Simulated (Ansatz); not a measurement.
Reaction (formal exchange of groups at the Sn–C bond): `C#[C][SnH]([CH3])[CH3]` + SiH₄ → `[CH3][SnH]([CH3])[SiH3]` + acetylene

Gas-phase electronic energies from Ansatz, PBE0-D4/def2-TZVP geometries. CCSD(T)/CBS is the MP2 limit (def2-TZVPP, def2-QZVPP) plus CCSD(T) − MP2 in def2-TZVPP, frozen cores. This one scheme is used for every species. Functionals use def2-TZVPP. def2 core potentials past Kr. For Sn outer-core shells are correlated without core-valence functions, which leaves a few kJ/mol of doubt a bond.

```tsv
level	ΔE (kJ/mol)
r2SCAN	-5.1
PBE0	-9.4
```

Task: What does CCSD(T)/CBS give? (An estimate is asked.)

Result: Ansatz gave: +0.8 kJ/mol. The listed levels differ from it by -5.9, -10.2 kJ/mol.

Largest T1 diagnostic among the species: 0.013.

In def2-TZVPP, CCSD(T) changes the Hartree–Fock value by −6.8 kJ/mol (the triples alone add +0.3 kJ/mol) and MP2 by −3.9 kJ/mol.
